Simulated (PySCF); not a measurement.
SiCl₄ (singlet). All numbers come from B3LYP in PySCF with Si def2-TZVP, Cl def2-TZVP; no relativity; density-fitted integrals.

Harmonic bands of its minimum:

```csv
ω (cm⁻¹),"IR (km/mol, summed over degenerate members)",degeneracy
144,0.0,2
217,16.3,3
409,0.0,1
603,540,3
```

The central atom is Si. Infer the point group and assign the bands.

Td. The modes span e + 2t2 + a1: 144 e, 217 t2, 409 a1, 603 t2. The computed geometry has Si–Cl 2.036 Å (×4); Cl–Si–Cl 109.5° (×6).
